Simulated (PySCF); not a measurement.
Si(CCH)(F)2(Me) (C3H4F2Si), SMILES F[Si](C#C)(C)F.

Geometry: PBE-D3(BJ)/def2-SVP.

These are PBE-D3(BJ)/def2-SVP (PySCF) values and carry that method's errors.

Frequencies are harmonic and unscaled.

Computed harmonic wavenumbers and intensities:
| mode | ν (cm⁻¹) | IR (km/mol) | moving atoms (share of kinetic energy) |
|---|---|---|---|
| 1 | 119 | 2.0 | C 58 %, H 24 %, F 13 % |
| 2 | 123 | 0.7 | H 41 %, F 29 %, C 27 % |
| 3 | 137 | 0.1 | H 69 %, F 21 %, C 9 % |
| 4 | 208 | 0.0 | F 41 %, C 27 %, H 24 %, Si 8 % |
| 5 | 247 | 3.8 | C 42 %, F 34 %, H 17 % |
| 6 | 294 | 19.6 | F 64 %, C 18 %, Si 12 % |
| 7 | 352 | 19.9 | C 64 %, F 19 %, Si 9 %, H 8 % |
| 8 | 382 | 58.9 | C 57 %, F 23 %, Si 13 % |
| 9 | 584 | 23.0 | C 61 %, F 17 %, Si 12 %, H 11 % |
| 10 | 707 | 20.7 | H 75 %, C 25 % |
| 11 | 712 | 25.3 | H 76 %, C 24 % |
| 12 | 717 | 40.4 | H 38 %, C 31 %, Si 17 %, F 14 % |
| 13 | 751 | 5.0 | H 67 %, C 21 %, F 11 % |
| 14 | 793 | 183.3 | H 40 %, Si 32 %, C 25 % |
| 15 | 881 | 197.9 | Si 46 %, F 42 % |
| 16 | 937 | 168.1 | Si 50 %, F 44 % |
| 17 | 1230 | 42.4 | H 76 %, C 23 % |
| 18 | 1372 | 5.5 | H 96 % |
| 19 | 1377 | 2.0 | H 96 % |
| 20 | 2097 | 63.8 | C 90 %, H 9 % |
| 21 | 2986 | 0.2 | H 97 % |
| 22 | 3089 | 0.3 | H 91 %, C 9 % |
| 23 | 3091 | 0.3 | H 91 %, C 9 % |
| 24 | 3388 | 45.3 | H 86 %, C 14 % |
